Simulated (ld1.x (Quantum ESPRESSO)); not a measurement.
**Pd: PAW pseudisation with PBEsol, fully relativistic reference atom.**

ld1.x (Quantum ESPRESSO) 7.5 input, shortened:

```
&input
   title='Pd', zed=46., rel=2, dft='PBESOL', iswitch=3,
   config='[Kr] 4d9 5s0 5p0', rel_dist='average'
 /
 &inputp
   pseudotype=3, lpaw=.true., tm=.true., lloc=-1, rcloc=1.90,
   nlcc=.true., new_core_ps=.true., rcore=1.45,
   which_augfun='PSQ', rmatch_augfun=1.50
 /
6
4S  1  0   2.00   0.00  1.65  1.90  0.0
5S  2  0   0.00   0.00  1.65  1.90  0.0
4P  2  1   6.00   0.00  1.40  1.55  0.0
5P  3  1   0.00   0.00  1.40  1.55  0.0
4D  3  2   9.00   0.00  1.60  1.95  0.0
4D  3  2   0.00   2.65  1.60  1.95  0.0
 &test
   configts(1)='4s2 4p6 4d9 5s0 5p0'
 /
```

Open shells are filled in proportion to 2j + 1 (rel_dist='average').

All-electron outer shells of the reference configuration (PBEsol, scalar-relativistic, ld1.x):

| shell | level (eV) | outermost node (bohr) | outermost maximum (bohr) |
| --- | --- | --- | --- |
| 3d | -336.90 | – | 0.28 |
| 4s | -96.60 | 0.45 | 0.85 |
| 4p | -62.41 | 0.46 | 0.91 |
| 4d | -14.62 | 0.45 | 1.09 |
| 5s | -10.99 | 1.14 | 2.42 |
| 5p | -6.13 | 1.29 | 3.11 |

(1) Tests: 4s2 4p6 4d10 5s0 5p0; 4s2 4p6 4d8 5s0 5p0; 4s2 4p6 4d7 5s0 5p0; 4s2 4p6 4d9 5s1 5p0; 4s2 4p6 4d6 5s0 5p0; 4s2 4p6 4d9 5s0 5p1; 4s2 4p6 4d9.5 5s0 5p0. Which has the largest error in its energy relative to the reference configuration, and how large is it?

The ghost test of this file was not conclusive.

## Answers

(1) 4s2 4p6 4d6 5s0 5p0, with -41 meV (all-electron minus pseudo) on +104.48 eV.
